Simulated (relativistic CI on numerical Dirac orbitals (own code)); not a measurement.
**One change at a time: Cd I**

Base calculation: Dirac-Coulomb-Breit CI, separate exchange-only KLI orbitals for each configuration, a model potential for QED, valence Slater integrals scaled by 0.85, P86 correlation energy added to each configuration.

Configurations in the expansion (outside the closed core [Kr] 4d10): 5s2, 5s 5p, 5s 6s, 5s 5d, 5p2, 5s 7s, 5s 6p, 5s 7p, 5s 4f, 5s 6d, 5s 5g, 5s 5f, 5s 7d, 5s 6g, 5d2. Levels of other configurations are missing.

The lowest level and the first level of each name with at least 55 % of one term (blank where a level has no safe partner in the second run):

| Level | Base (cm⁻¹) | Shift (cm⁻¹) |
| --- | --- | --- |
| 5s2 1S_0 | 0.0 | 0.0 |
| 5s 5p 3P°_0 | 25514.0 | -3231.4 |
| 5s 5p 3P°_1 | 26006.7 | -3217.7 |
| 5s 5p 3P°_2 | 27003.5 | -3202.5 |
| 5s 5p 1P°_1 | 41637.2 | -1076.6 |
| 5s 6s 3S_1 | 46465.7 | -3327.0 |
| 5s 6s 1S_0 | 48347.6 | -3151.7 |
| 5s 6p 3P°_0 | 53350.8 | -3418.7 |
| 5s 6p 3P°_1 | 53407.8 | -3429.9 |
| 5s 6p 3P°_2 | 53526.3 | -3435.9 |
| 5s 5d 1D_2 | 53626.6 |  |
| 5s 5d 3D_1 | 54190.6 | -3338.9 |
| 5s 5d 3D_2 | 54196.7 |  |
| 5s 5d 3D_3 | 54206.4 | -3339.0 |

For a near-neutral ion this model can misplace configurations by up to about 10,000 cm⁻¹ (more where the count of f electrons changes) and terms by 10 to 25 % of their spread. Rates follow the energies as ν³ (E1, M1) or ν⁵ (E2), so they and the lifetimes can be off by large factors. The fine structure of a lone outer electron comes out too small, for d and f at times inverted, and misplaced configurations move strength between like terms. 10 of the 10 excited levels that our extract of the measured tables holds in this range could be paired (the sources list more); they are missed by 4761 cm⁻¹ on average and 5593 at most, and levels without a partner can miss by more.

Problem. One thing was changed in a second run, which moved the levels as shown. Which?
A. QED terms removed
B. no correlation estimate
C. Breit term removed
D. configuration mixing switched off
E. valence Slater integrals scaled by 0.75

Solution. D. Configuration mixing switched off. Without mixing, levels that were pushed by configurations of the same parity and J return to their single-configuration places.
